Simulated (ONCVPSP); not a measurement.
## How hard is this Br ONCV potential?

```json
{
  "Element": "bromine",
  "Generator": "ONCVPSP 4.0.1",
  "Type": "optimised norm-conserving Vanderbilt (ONCV)",
  "Functional": "LDA (Perdew-Wang 92)",
  "Relativity": "scalar-relativistic",
  "Frozen core": "[Ar] 3d10",
  "Valence charge": "7",
  "Reference configuration": "4s2 4p3 (charge +2)",
  "Partial waves": "4s: rc 1.35 bohr, ncon 4, nbas 7, qcut 5.3 1/bohr, 2 projectors, debl 0.4 Ha; 4p: rc 1.60 bohr, ncon 4, nbas 8, qcut 6 1/bohr, 2 projectors, debl 1.6 Ha; d scattering state at 0.15 Ha: rc 1.45 bohr, ncon 4, nbas 8, qcut 5.6 1/bohr, 2 projectors, debl 3.2 Ha",
  "Local potential": "polynomial inside 0.95 bohr (lpopt 5, dvloc0 4 Ha)",
  "Core correction": "Teter function, fcfact 3.5, rcfact 1.8"
}
```

In the s channel the program set the typed energies aside and used -1.546, 0.250 Ha.

Task: For each optimised wave give the share of its norm inside rc, the residual kinetic energy above qcut (Ha) and the cutoffs (Ha) for errors of 10, 1, 0.1 and 0.01 mHa per electron.

Result:

```json
{"wave": "4s", "norm inside rc": "0.360", "residual KE": "5.8e-04", "10 mHa": "10.1", "1 mHa": "13.4", "0.1 mHa": "24.4", "0.01 mHa": "48.4"}
{"wave": "s projector 2", "norm inside rc": "0.047", "residual KE": "8.9e-04", "10 mHa": "8.3", "1 mHa": "13.9", "0.1 mHa": "78.8", "0.01 mHa": "95.8"}
{"wave": "4p", "norm inside rc": "0.392", "residual KE": "8.0e-05", "10 mHa": "8.1", "1 mHa": "13.8", "0.1 mHa": "17.6", "0.01 mHa": "49.3"}
{"wave": "p projector 2", "norm inside rc": "0.070", "residual KE": "8.4e-05", "10 mHa": "4.4", "1 mHa": "12.7", "0.1 mHa": "17.6", "0.01 mHa": "94.4"}
{"wave": "d projector 1", "norm inside rc": "0.065", "residual KE": "2.1e-03", "10 mHa": "6.7", "1 mHa": "33.9", "0.1 mHa": "105.1", "0.01 mHa": "125.0"}
{"wave": "d projector 2", "norm inside rc": "0.086", "residual KE": "8.6e-02", "10 mHa": "82.9", "1 mHa": "141.3", "0.1 mHa": "172.8", "0.01 mHa": "238.5"}
```

The occupied waves need 14 Ha and 24 Ha for 1 and 0.1 mHa. Note: no bound ghost flagged; GHOST(+) flagged for s at 28.2 eV.
